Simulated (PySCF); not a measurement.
# Converging GaH⁺ in the basis (PBE)

PySCF, UKS reference; doublet, unpaired electrons σ ↑; De to Ga⁺ + H without counterpoise correction.

| basis | relativity | functions | Re (Å) | ωe (cm⁻¹) | De (eV) | μ (D) |
| --- | --- | --- | --- | --- | --- | --- |
| cc-pVDZ-PP/cc-pVDZ | scalar-relativistic core potentials | 28 | 1.740 | 1031 | 0.39 | 0.59 |
| aug-cc-pVDZ-PP/aug-cc-pVDZ | scalar-relativistic core potentials | 41 | 1.733 | 1029 | 0.38 | 0.57 |
| def2-TZVPPD | no relativity | 71 | 1.696 | 1207 | 0.50 | 0.49 |

**Question.** How does each smaller set differ from the one with most functions, def2-TZVPPD?

**Answer.** cc-pVDZ-PP/cc-pVDZ: +4.4 pm, -14.6 % in ωe, -0.11 eV in De; aug-cc-pVDZ-PP/aug-cc-pVDZ: +3.7 pm, -14.7 % in ωe, -0.12 eV in De. All at PBE; the set with most functions is neither the basis-set limit nor always the best. The rows treat relativity differently, so the differences are not basis effects alone.

A positive dipole points towards H; it is taken about the centre of mass and depends on that origin. The bond is weak. Basis-set superposition, not corrected here, can be much of De in a small basis, most of all at correlated wavefunction levels. Spin–orbit coupling is left out. For an ion De counts to the pair picked by the measured ionisation energies or electron affinities, which need not be the lowest pair at this level. The state was picked by a PBE0 search and need not be the measured ground state.
